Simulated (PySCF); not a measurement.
**Vertical excitation energies**

Compound: C5H5FO.
SMILES: `FCc1ccoc1`

Method used: PySCF 2.14.0, density-fitted response routines, TDDFT PBE0/def2-SVPD, vertical, gas phase, core orbitals frozen in the response. Isolated species at its GFN2-xTB geometry (one conformer only). Torsions of this conformer, `[F:1][CH2:2][c:3]1[cH:4][cH:5][o:6][cH:7]1`: F1–C2–C3–C4 87°.

Task: What does the calculation give for the low-lying excited states?

Result: 

| state | E (eV) | λ (nm) | ν̃ (cm⁻¹) | f | \|μ\| (D) | main configurations (H = HOMO, L = LUMO) |
| --- | --- | --- | --- | --- | --- | --- |
| S1 | 6.18 | 200.7 | 49830 | 0.112 | 2.19 | H→L (93%) |
| S2 | 6.62 | 187.4 | 53370 | 0.035 | 1.17 | H→L+1 (77%), H-1→L (15%) |
| S3 | 6.72 | 184.5 | 54210 | 0.0053 | 0.46 | H→L+2 (80%), H-1→L (17%) |
| S4 | 7.18 | 172.8 | 57890 | 0.038 | 1.19 | H→L+3 (74%), H-1→L (11%), H→L+1 (9%) |
| S5 | 7.44 | 166.7 | 60000 | 0.024 | 0.93 | H→L+4 (94%) |
| S6 | 7.80 | 159.0 | 62880 | 0.242 | 2.86 | H-1→L (25%), H→L+5 (18%), H→L+3 (14%) |
| S7 | 7.92 | 156.6 | 63870 | 0.119 | 1.99 | H→L+5 (56%), H-1→L (10%), H-1→L+1 (8%) |
| S8 | 8.04 | 154.3 | 64830 | 0.0035 | 0.34 | H→L+6 (57%), H→L+5 (21%), H-1→L+1 (14%) |

Triplets (Tamm–Dancoff): T1 4.00 eV, H→L (93%); T2 5.23 eV, H→L+1 (32%), H-1→L (28%), H→L+2 (23%); T3 6.10 eV, H-1→L (68%), H→L+1 (17%).

The lowest singlet lies at 6.18 eV (201 nm, ultraviolet) and is of moderate strength; its leading configuration is HOMO→LUMO (93%). The strongest level in the table is S6 at 7.80 eV (159 nm, f = 0.242). Löwdin shares by element: HOMO carbon 84% or more (atoms not listed hold the other 16%); LUMO carbon 54% or more, oxygen 19% (atoms not listed hold the other 27%). The listed states span 1.86 eV, and the widest gap between neighbours is 0.46 eV (S3 to S4). Weighted by f, the mean energy of these states is 7.37 eV. Of the 8 states listed, 6 reach f = 0.01 and none stays under 0.0005. The window holds the lowest 8 singlets.
